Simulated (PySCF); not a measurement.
**Spinor energies of O⁺ (oxygen, charge +1)**

Start: [He] 2s1 2p3 3s1; 2s1/2 filled at m_j = +1/2; 2p3/2 filled at m_j = -1/2, +1/2, +3/2; 3s1/2 filled at m_j = +1/2. Calculated with PySCF 2.14 in x2c-SVPall-2c with one added diffuse shell of s type (4s2p1d, 15 functions): generalised Hartree-Fock with the X2C-1e Hamiltonian and a Gaussian nucleus; one run each with spin-orbit coupling (SO) switched off, then screened by Boettger's factors. This is a chosen level, not necessarily the ground level.

```csv
spinor shell,electrons,"ε, spin-free (eV)","ε, screened SO (eV)",weight of nominal j (screened SO),"rms radius, screened SO (bohr)"
1s1/2,2,-593.98,-593.98,1.000,0.231
2s1/2,1,-67.488,-67.488,1.000,1.11
2p3/2,3,-47.876,-47.876,0.666,1.12
3s1/2,1,-11.857,-11.857,1.000,3.53
```

```
   quantity  spin-free  screened SO
E (hartree)  -73.30615    -73.30615
        M_J        5/2          5/2
       ⟨J²⟩      8.750        8.750
       ⟨L²⟩      0.000        0.000
       ⟨S²⟩      8.750        8.750
```

Each row is a mean over spinors that exchange with the open shell spreads, by up to 7.070 eV (1s1/2).

Rows whose weight is well below 1 are mixtures of j = l ± 1/2: exchange outweighs spin-orbit coupling there, and the label is only the starting occupation.

Without spin-orbit coupling the j labels of p, d and f shells carry no meaning; the spin-free column gives the mean over the occupied spinors of each nl shell.
